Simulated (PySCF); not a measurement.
C₃H₈N, SMILES CC(C)[NH], multiplicity 2.

The structure is a stationary point at ωB97X-D3(BJ)/def2-SVP. The isomer is the one that the SMILES or the coordinates give; other isomers of the formula were not compared. One conformer was computed; it need not be the lowest.

Calculation: TDA-CAM-B3LYP/def2-SVPD in PySCF 2.14.0.

Vertical excitations. The molecule is in vacuum.

Problem. Estimate the UV-visible absorptions. (The exact figures need the calculation; the answer reports its results.)

Solution. 
```csv
state,energy (eV),λ (nm),f,main pairs
root 1,2.19,566,0.001,β HOMO→LUMO 95 %
root 2,5.69,218,0.001,"β HOMO−2→LUMO 44 %, β HOMO−3→LUMO 36 %"
root 3,6.28,197,0.020,"β HOMO−1→LUMO 78 %, β HOMO−2→LUMO 17 %"
root 4,6.59,188,0.003,"β HOMO−3→LUMO 44 %, β HOMO−2→LUMO 33 %, β HOMO−1→LUMO 11 %"
root 5,7.07,175,0.008,α HOMO→LUMO 73 %
root 6,7.17,173,0.005,"α HOMO−1→LUMO 6 %, β HOMO→LUMO+1 67 %"
root 7,7.73,160,0.022,"α HOMO−1→LUMO 71 %, β HOMO→LUMO+1 9 %"
root 8,7.84,158,0.001,β HOMO−4→LUMO 95 %
root 9,8.30,149,0.008,"α HOMO→LUMO+3 32 %, α HOMO→LUMO+1 27 %, α HOMO→LUMO+2 12 %, α HOMO→LUMO 5 %"
root 10,8.33,149,0.008,"β HOMO−5→LUMO 46 %, β HOMO→LUMO+2 21 %, β HOMO→LUMO+4 9 %"
```
Unrestricted roots are not spin-pure.
